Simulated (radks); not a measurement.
Results of a calculation; reference values are marked as such.
Task: All-electron atom: the ytterbium ion Yb2+ in [Kr] 4d10 4f14 5p6 6s2 (not the ground configuration). Code: a radial shooting solver on a logarithmic mesh with Libxc functionals. Model: Dirac Kohn-Sham, exchange-only B88, spin-unpolarised, spherical densities, finite nucleus; Fermi nuclear charge, rms radius 5.3108 fm. Some entries of the table are withheld. Estimate them.

orbital  occ.  eigenvalue (eV)  <r^2> (bohr^2)
1s1/2       2        -61185.47       0.0005300
2s1/2       2        -10383.30        0.008152
2p1/2       2        -9907.134        0.005858
2p3/2       4        -8859.670        0.007070
3s1/2       2        -2360.298         0.05360
3p1/2       2        -2149.772         0.04944
3p3/2       4        -1927.433         0.05619
3d3/2       4        -1568.468             (1)
3d5/2       6        -1519.872             (2)
4s1/2       2        -485.7607          0.2694
4p1/2       2        -400.5476          0.2804
4p3/2       4        -350.3207          0.3181
4d3/2       4              (3)          0.3568
4d5/2       6              (4)          0.3717
5s1/2       0         -80.8056           1.572
5p1/2       2              (5)           1.950
5p3/2       4              (6)           2.252
4f5/2       6         -30.4181             (7)
4f7/2       8         -29.0602             (8)
5d3/2       0         -19.7504           4.750
5d5/2       0         -19.1550           4.982
6s1/2       2         -18.5687           9.859
6p1/2       0         -13.5128           13.79
6p3/2       0         -12.5909           15.46

Result: 
(1) 3d3/2 <r^2> (bohr^2): 0.04400
(2) 3d5/2 <r^2> (bohr^2): 0.04586
(3) 4d3/2 eigenvalue (eV): -210.0494
(4) 4d5/2 eigenvalue (eV): -200.9175
(5) 5p1/2 eigenvalue (eV): -56.8724
(6) 5p3/2 eigenvalue (eV): -50.0571
(7) 4f5/2 <r^2> (bohr^2): 0.7085
(8) 4f7/2 <r^2> (bohr^2): 0.7382
